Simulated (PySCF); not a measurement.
C₆H₉N₃.
Bonds: C1–C2 (double), C2–N3, N3–C4 (aromatic), C4–C5 (aromatic), C5–C6, C6–C7, C5–N8 (aromatic), N8–N9 (aromatic), N3–N9 (aromatic). Hydrogens: H10, H11 on C1; H12 on C2; H13 on C4; H14, H15 on C6; H16, H17, H18 on C7.

NICS is the negative of the GIAO shielding at a point without a nucleus: at the ring centre (0) and 1 Å above and below it (1); zz is the component along the ring normal. Level: GIAO PBE0/pcSseg-1 (PySCF, non-relativistic, gas phase) on the PBE0-D3(BJ)/def2-SVP geometry, one conformer.

Ring bond lengths (Å), with Mayer bond orders in brackets: N3–C4 1.361 (1.10), C4–C5 1.376 (1.46), C5–N8 1.366 (1.29), N8–N9 1.282 (1.49), N9–N3 1.343 (1.14).

Question: What do the NICS probes read (ppm)?

Answer: 
| ring | type | NICS(0) | NICS(1), two faces | NICS(1)zz, two faces | rms pucker (Å) | centre to ring atoms, mean (Å) |
| --- | --- | --- | --- | --- | --- | --- |
| N3–C4–C5–N8–N9 | 5-membered ring with 3 N; formal bonds all aromatic | -10.9 | -12.2 / -12.1 | -28.9 / -29.3 | 0.00 | 1.14 |

Question: What do they say, and how far can they be read as aromaticity?

Answer: 
- N3–C4–C5–N8–N9: mean NICS(1)zz -29.1 ppm, shielded. For a flat ring without four-coordinate atoms the NICS criterion counts such a value as aromatic.

Question: What does the geometric index give? HOMA = 1 − mean of α(R − Ropt)² over the ring bonds, with Krygowski's 1993 parameters (CC: Ropt 1.388 Å, α 257.7 Å⁻²; CN: Ropt 1.334 Å, α 93.52 Å⁻²; NN: Ropt 1.309 Å, α 130.33 Å⁻²).

Answer: 
- N3–C4–C5–N8–N9: HOMA 0.91; the largest term is that of N9–N3, α(R − Ropt)² = 0.15. The geometric and the magnetic index point the same way.

Question: At the first NICS(1) probe listed for ring N3–C4–C5–N8–N9, 1 Å off the ring, what do the in-plane components average?

Answer: The isotropic value is a third of the trace: (3 × -12.2 − (-28.9))/2 = -3.8 ppm.

Question: How do the values depend on the level or the medium?

Answer: 
```json
{"level": "PBE0/pcSseg-1, gas", "NICS(0), N3–C4–C5–N8–N9": "-10.9", "mean NICS(1)zz, N3–C4–C5–N8–N9": "-29.1"}
{"level": "mPW1PW91/pcSseg-1, gas", "NICS(0), N3–C4–C5–N8–N9": "-10.9", "mean NICS(1)zz, N3–C4–C5–N8–N9": "-29.1"}
{"level": "PBE0/pcSseg-1, IEF-PCM acetonitrile", "NICS(0), N3–C4–C5–N8–N9": "-11.1", "mean NICS(1)zz, N3–C4–C5–N8–N9": "-29.5"}
{"level": "PBE0/pcSseg-1, IEF-PCM tetrahydrofuran", "NICS(0), N3–C4–C5–N8–N9": "-11.0", "mean NICS(1)zz, N3–C4–C5–N8–N9": "-29.4"}
```

The geometry is the same throughout; the continuum's cavity takes Bondi-type radii × 1.2.

Conformer computed: `[CH2:1]=[CH:2][n:3]1[cH:4][c:5]([CH2:6][CH3:7])[n:8][n:9]1`: C1–C2–N3–C4 0°, C4–C5–C6–C7 119°.
